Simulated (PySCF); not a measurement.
Species: SnHF3.
Geometry (PBE0-D3(BJ)/def2-SVP, Å), atoms numbered from 1 in this order:
```
atom  x, y, z in Å
Sn1    0.007   -0.023    0.107
H2    -0.098   -0.035    1.794
F3     1.811   -0.024   -0.536
F4    -0.817    1.503   -0.704
F5    -0.829   -1.532   -0.724
```

Computed, not measured: PBE0-D3(BJ)/def2-SVP geometry optimisation, gas phase, def2 core potentials past Kr (PySCF).

Take the most abundant isotopes and a rigid rotor. 

(1) What are A, B and C (GHz)?

(2) What kind of rotor is it?

(3) What does the inertial defect say?

(4) Give the other two planar moments, Paa and Pbb, and the rms extents of the mass along the axes.

(5) Where do the R-branch lines fall?

(6) Estimate the classical rotational partition function at 50 K, 298.15 K and 500 K.

Answers

(1) Ia = 113.79, Ib = 114.57, Ic = 175.84 u·Å²; 505379 MHz·u·Å²/I gives 4441, 4411 and 2874 MHz, that is A = 4.4415, B = 4.4111, C = 2.8740 GHz.

(2) An oblate symmetric top, as the point group C3v requires two equal moments; the computed ones differ by 0.69 % because the geometry is symmetric only within the optimiser's tolerance; Ray's κ = 0.961.

(3) Not planar: Δ = Ic − Ia − Ib = -52.51 u·Å². For a rigid frame Δ = −2 Σ m c², so Σ m c² = 26.26 u·Å² lies off the ab plane: 3.74 from hydrogen and 22.52 from heavier atoms. The atom farthest from that plane is 1.93 Å away.

(4) Paa = Σ m a² = (Ib + Ic − Ia)/2 = 88.31 and Pbb = Σ m b² = (Ia + Ic − Ib)/2 = 87.53 u·Å². With the mass M = 177.91 u, the rms extents √(P/M) along a, b and c are 0.70, 0.70, 0.38 Å.

(5) The dipole of 3.39 D lies along the symmetry axis, so ΔK = 0 and J+1 ← J falls at 2B(J+1) for every K: 8.85 GHz, 17.71 GHz, 26.56 GHz, 35.41 GHz, 44.26 GHz for J = 0 to 4.

(6) Point group C3v, symmetry number σ = 3; q = (√π/σ)·√((kT/h)³/(ABC)), k/h = 20836.6 MHz/K: 2650 at 50 K, 38600 at 298.15 K, 83700 at 500 K.

Not checked by PBE0-D3(BJ)/def2-SVP frequencies. No vibrational averaging or centrifugal distortion is included, and the geometry carries the error of its method.
